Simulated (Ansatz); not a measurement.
Ru2H2⁻, relaxed as a doublet with UKS PBE0-D4/def2-TZVPD in Ansatz, starting from the GFN2-xTB geometry. Force threshold 0.02 eV/Å.

In the def2 sets Ru takes a core potential; there is no spin–orbit coupling. The charge -1 doublet is spin-contaminated (final ⟨S²⟩ up to 2.98, 0.75 for a pure state). The highest occupied level of the charge -1 doublet lies above zero (up to 0.02 eV). Its loss leaves the charge 0 singlet, which lies 3.60 eV higher (vertical, at PBE0-D4/def2-TZVPD), but this difference is unsure: the singlet is doubtful (geometry relaxed on an unsound state). At PBE0-D4/def2-TZVPD a quartet of charge -1 lies 0.72 eV below the doublet, each at its own geometry. The structure comes from a short search, and lower isomers may exist.

Start:

```xyz
4

Ru   -0.068   -0.050    0.850
Ru    0.512   -0.601   -1.401
H     0.799    1.249    1.374
H    -1.243   -0.599   -0.823
```

```json
{"step": "1", "energy (eV)": "-5194.2477", "largest force component (eV/Å)": "0.516", "SCF passes": "228"}
{"step": "2", "energy (eV)": "-5194.3565", "largest force component (eV/Å)": "0.421", "SCF passes": "140"}
{"step": "3", "energy (eV)": "-5194.3818", "largest force component (eV/Å)": "0.135", "SCF passes": "140"}
{"step": "4", "energy (eV)": "-5194.3859", "largest force component (eV/Å)": "0.095", "SCF passes": "166"}
{"step": "5", "energy (eV)": "-5194.3901", "largest force component (eV/Å)": "0.052", "SCF passes": "159"}
{"step": "6", "energy (eV)": "-5194.3905", "largest force component (eV/Å)": "0.004", "SCF passes": "276"}
```

Force components are those of the run's own axes.

End:

```csv
atom,x (Å),y (Å),z (Å)
Ru1,-0.126,0.028,0.696
Ru2,0.534,-0.664,-1.531
H3,0.768,1.219,1.477
H4,-1.176,-0.583,-0.642
```

By distances, no bond broke or formed. The bond that changes most is Ru1–H4, from 2.12 to 1.81 Å (atoms count from 1).

No frequencies were taken in this run, so the end may be a saddle point.

It took 2.1 min on 4 threads of AMD EPYC on a shared host.
